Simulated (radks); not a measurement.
Results of a calculation; reference values are marked as such.
Coulomb parameter of the 4f shell of the holmium ion Ho3+ in the model configuration [Xe] 4f8 6p2, as a second difference U = [E(n + 1) + E(n - 1) - 2 E(n)] / (1)^2 with all orbitals relaxed. "Bare": the charge of the atom changes with n. "Screened": the 6p shell takes up the change at fixed total charge, which measures U(4f,4f) + U(6p,6p) - 2 U(4f,6p). Code: a radial shooting solver on a logarithmic mesh with Libxc functionals. Model: scalar-relativistic Kohn-Sham, PBE, spin-unpolarised, spherical densities, finite nucleus; Fermi nuclear charge, rms radius 5.2022 fm.

start: configuration [Xe] 4f8 6p2; E - E(n) (eV) 0.000
bare +1: configuration [Xe] 4f9 6p2; E - E(n) (eV) -49.281
bare -1: configuration [Xe] 4f7 6p2; E - E(n) (eV) 71.217
screened +1: configuration [Xe] 4f9 6p1; E - E(n) (eV) -31.836
screened -1: configuration [Xe] 4f7 6p3; E - E(n) (eV) 43.057

U(bare) = 21.936 eV, U(screened by 6p) = 11.221 eV, against the Slater integral F0(4f,4f) = 35.113 eV with frozen orbitals.
